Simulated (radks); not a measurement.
Question: Valence configurations of the gallium ion Ga+ (all share [Ar]). Method: Dirac Kohn-Sham, PBE, spin-unpolarised, spherical densities, finite nucleus; open shells are shared between the two j in proportion to 2j + 1; Fermi nuclear charge, rms radius 3.9973 fm; computed with a radial shooting solver on a logarithmic mesh with Libxc functionals. Order these by energy: 3d9 4s1.5 4p1.5; 3d9 4s1 4p2; 3d10 4s1 4p1; 3d7 4s2 4p3; 3d9.5 4s1.5 4p1; 3d8 4s2 4p2; 3d10 4s1.5 4p0.5; 3d9 4s2 4p1; 3d10 4s2; 3d9.5 4s2 4p0.5.

Answer: From the lowest, in eV above it: 3d10 4s2 0.000; 3d10 4s1.5 4p0.5 3.658; 3d10 4s1 4p1 7.370; 3d9.5 4s2 4p0.5 10.071; 3d9.5 4s1.5 4p1 13.967; 3d9 4s2 4p1 22.005; 3d9 4s1.5 4p1.5 26.131; 3d9 4s1 4p2 30.303; 3d8 4s2 4p2 51.829; 3d7 4s2 4p3 90.147. NIST lists [Ar] 3d10 4s2 as the ground configuration; this level of theory agrees among the configurations tried. The energies are those of spherical spin-averaged densities, not of single terms.
